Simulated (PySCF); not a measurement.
A GIAO shielding run with PySCF 2.14.0 with density-fitted response routines (density fitting, non-relativistic, gas phase) on `C/C=C\[P@H](=S)CP`, C₄H₁₀P₂S:

```
$ OMP_NUM_THREADS=1 python probes_run.py task.json out

{"job": {"kind": "nmr", "xc": "PBE0", "basis": "pcSseg-1"}, "charge": 0, "multiplicity": 1}
C     -2.703336    -0.155809     0.179514
C     -1.782590     0.897717    -0.314796
C     -0.464175     0.761577    -0.402787
P      0.419050    -0.719336     0.142372
S      0.455688    -1.065915     2.043962
C      2.058494    -0.565647    -0.690507
P      3.235781     0.626674     0.132008
H     -3.390761    -0.460584    -0.609743
H     -3.299802     0.231442     1.004817
H     -2.145079    -1.024291     0.529402
H     -2.244546     1.828084    -0.624814
H      0.164434     1.571910    -0.753907
H     -0.134311    -1.742666    -0.642504
H      1.903045    -0.266383    -1.732079
H      2.533805    -1.553403    -0.688451
H      3.113663     0.055615     1.396598
H      2.273642     1.593046     0.437688
```

Hardware: 1 thread of an Arm Neoverse N1, shared host. The job also computes population analyses, field gradients.

Problem. How large is the calculation?

Solution. 80 electrons, 190 basis functions and 1055 auxiliary functions.

Problem. How long does it take, and how much memory does it need?

Solution. 46 s of wall time, with 14 SCF cycles and 5 response iterations; peak memory 0.84 GiB. Times on a shared host scatter by some tens of per cent.
